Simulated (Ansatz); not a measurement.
Geometry optimisation, RKS PBE0-D4/def2-SVP (Ansatz 0.2.0).

Input:

```yaml
crystal:
  periodic: [false, false, false]
  atoms:
    - { symbol: B, position_ang: [0.0, 0.0, 0.0] }
    - { symbol: Cl, position_ang: [0.0, 0.0, 2.21] }
    - { symbol: Cl, position_ang: [1.6108, 0.0, -0.93] }
    - { symbol: O, position_ang: [-1.2211, 0.0, -0.705] }
    - { symbol: H, position_ang: [-1.7308, -0.8467, -0.4965] }
    - { symbol: F, position_ang: [0.3455, 1.498, 0.5108] }
    - { symbol: H, position_ang: [0.2684, 1.1639, 1.5499] }
basis:
  gaussian: { orbitals: def2-SVP }
hamiltonian:
  xc: pbe0
  dispersion: d4
relax:
  f_tol: 0.15
  max_steps: 25
  restrain:
    - { distance: [0, 5], at: 2.52, k: 30.0 }
    - { distance: [6, 1], at: 2.57, k: 30.0 }
    - { distance: [0, 1], at: 1.86, k: 30.0 }
    - { distance: [6, 5], at: 0.92, k: 30.0 }
output:
  orbitals: {}
```

Command:

```bash
$ ansatz run input.yaml --threads 2 --pin off --max-ram 3072MiB --backend cpu --events-out ev --progress --plain --runs-dir out
```

Question: Where does it end, and by what steps?

Answer: The forces met the threshold. The restraints hold the end off the free minimum. After 8 steps the energy has fallen by 2.463 eV (the restraints' own energy left out); Cl2 moved furthest, 0.82 Å. Parted: B1–F6 (1.62 → 2.52 Å), Cl2–H7 (1.36 → 2.57 Å).

```json
{"step": "0", "energy less start (eV)": "0.0000", "largest force component (eV/Å)": "4.377", "accepted": "yes"}
{"step": "1", "energy less start (eV)": "-0.6951", "largest force component (eV/Å)": "2.625", "accepted": "yes"}
{"step": "2", "energy less start (eV)": "-0.9487", "largest force component (eV/Å)": "2.738", "accepted": "yes"}
{"step": "3", "energy less start (eV)": "-1.3701", "largest force component (eV/Å)": "2.609", "accepted": "yes"}
{"step": "4", "energy less start (eV)": "-2.0558", "largest force component (eV/Å)": "1.259", "accepted": "yes"}
{"step": "5", "energy less start (eV)": "-2.2900", "largest force component (eV/Å)": "0.953", "accepted": "yes"}
{"step": "6", "energy less start (eV)": "-2.3588", "largest force component (eV/Å)": "1.490", "accepted": "yes"}
{"step": "7", "energy less start (eV)": "-2.4078", "largest force component (eV/Å)": "0.964", "accepted": "yes"}
{"step": "8", "energy less start (eV)": "-2.4632", "largest force component (eV/Å)": "0.763", "accepted": "yes"}
```

```xyz
7
Properties=species:S:1:pos:R:3
B 0.077 -0.362 -0.014
Cl -0.012 -0.696 1.786
Cl 1.641 -0.323 -0.777
O -1.040 -0.311 -0.743
H -1.840 -0.396 -0.215
F 0.079 2.078 0.630
H 0.368 1.826 1.472
```

Time of the run: 23 s on 2 threads of Arm Neoverse V1 (shared host), peak memory 0.18 GiB.
